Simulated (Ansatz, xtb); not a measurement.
## GeH3F (GeFH3): the zero-point energy at each level's own minimum, rung by rung

GeH3F, singlet, SMILES `[H][Ge]([H])([H])[F]`. Each level relaxes the structure for itself.

Quantity: the zero-point energy at each level's own minimum, in kJ/mol. The values are calculated.

| level | kind | program | value (kJ/mol) |
| --- | --- | --- | --- |
| GFN2-xTB | semi-empirical | xtb | 60.0 |
| GFN1-xTB | semi-empirical | xtb | 63.8 |
| HF/STO-3G | Hartree–Fock | Ansatz | 77.7 |
| HF/3-21G | Hartree–Fock | Ansatz | 70.1 |
| HF/6-31G* (Cartesian functions) | Hartree–Fock | Ansatz | 70.6 |
| PBE/def2-SVP | GGA | Ansatz | 64.4 |
| B3LYP/6-31G* (Cartesian functions) | global hybrid | Ansatz | 65.8 |
| MP2/6-31G* (Cartesian functions) | perturbation theory | Ansatz | 68.0 |

All-electron rows without a relativistic Hamiltonian named are non-relativistic. Harmonic and unscaled. The values span 60.0 to 77.7 kJ/mol. In the correlated wave-function rows the outer d shell of Ge is correlated, in sets not made for it. Without the sets that lack polarisation functions the rows with a basis span only 64.4 to 70.6 kJ/mol.
